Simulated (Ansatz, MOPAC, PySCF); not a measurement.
Torsion C1–N2–Al3–H8 in CH6AlN (SMILES C[NH][AlH2]); at each angle all else is relaxed with GFN2-xTB, and the levels are single points there.
Geometry at 180° (charge 0, multiplicity 1):
```xyz
9

C     -1.2985     0.2651     0.2207
N     -0.0633    -0.4933     0.0246
Al     1.6470    -0.0193    -0.1513
H     -2.0030     0.1017    -0.6009
H     -1.0545     1.3260     0.2579
H     -1.7913    -0.0087     1.1588
H     -0.2797    -1.4885    -0.0120
H      2.7142    -1.1128    -0.3483
H      2.1231     1.4483    -0.1164
```

On the grid 0° to 330°, 270° is the highest and 180° the lowest point at MP2/CBS(cc-pV(T+d)Z, cc-pV(Q+d)Z) + ΔCCSD(T)/cc-pV(T+d)Z.

Rows in STO-3G carry no dispersion term and start afresh at each structure. The state that AM1 reach isn't checked.

The values were computed with Ansatz (Gaussian orbitals); MOPAC for AM1 (differences of heats of formation); PySCF for STO-3G rows. Values without a source in brackets are computed.

Task: One of these levels gives 11.71 kcal/mol for the energy at 270° less that at 180°. Name it.
(A) PBE/def2-TZVPP
(B) HF/STO-3G
(C) AM1

Result: B, HF/STO-3G. The others give 18.14 (AM1), 13.30 (PBE/def2-TZVPP)

Ansatz is a quantum-chemistry and plane-wave program.
